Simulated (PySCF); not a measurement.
A structure optimised at PBE-D3(BJ)/def2-SVP, used in a PySCF frequency run:

```
C
C 1 1.3532
F 2 1.3584 1 119.38
H 1 1.1010 2 116.38 3 180.00
C 2 1.4249 1 127.04 4 0.00
C 5 1.2252 3 147.72 2 180.00
H 6 1.0815 3 158.84 2 180.00
Si 1 1.8801 4 121.18 2 180.00
H 8 1.5026 1 108.29 4 0.00
H 8 1.5042 9 109.09 1 120.90
H 8 1.5042 9 109.09 10 118.19
```

Q: Write its SMILES, formula and point group.

A: C#C/C(F)=C/[SiH3], C4H5FSi, Cs

Q: What are its rotational constants (standard atomic weights)?

A: 8.3147, 1.3988, 1.2147 GHz
